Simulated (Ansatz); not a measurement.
One change: `[Cl][Al]([Cl])[GeH3]` becomes `[Cl][In]([Cl])[GeH3]`.

Ansatz, PBE0-D4/def2-TZVP geometries, multiplicity 1. 

Elements past krypton have def2 core potentials. Scalar relativity is left out up to krypton.

```json
{"property": "LUMO energy (B3LYP/def2-TZVPP) / eV", "`[Cl][Al]([Cl])[GeH3]`": "-1.93"}
{"property": "HOMO–LUMO gap (ωB97M-V/def2-TZVPP) / eV", "`[Cl][Al]([Cl])[GeH3]`": "10.21"}
{"property": "HOMO–LUMO gap (PBE0/def2-TZVPP) / eV", "`[Cl][Al]([Cl])[GeH3]`": "6.50"}
{"property": "LUMO energy (ωB97M-V/def2-TZVPP) / eV", "`[Cl][Al]([Cl])[GeH3]`": "-0.05"}
{"property": "HOMO–LUMO gap (PBE/def2-TZVPP) / eV", "`[Cl][Al]([Cl])[GeH3]`": "4.66"}
{"property": "HOMO energy (PBE/def2-TZVPP) / eV", "`[Cl][Al]([Cl])[GeH3]`": "-7.16"}
```

Q: What does the change do to each property? (Best estimate.)

A: The calculation gave: 
```tsv
property	`[Cl][In]([Cl])[GeH3]`	shift
LUMO energy (B3LYP/def2-TZVPP) / eV	-2.30	-0.37
HOMO–LUMO gap (ωB97M-V/def2-TZVPP) / eV	9.81	-0.40
HOMO–LUMO gap (PBE0/def2-TZVPP) / eV	6.19	-0.31
LUMO energy (ωB97M-V/def2-TZVPP) / eV	-0.45	-0.40
HOMO–LUMO gap (PBE/def2-TZVPP) / eV	4.37	-0.29
HOMO energy (PBE/def2-TZVPP) / eV	-7.11	0.05
```

B3LYP here is the variant with VWN-RPA as its local correlation; programs differ in this.
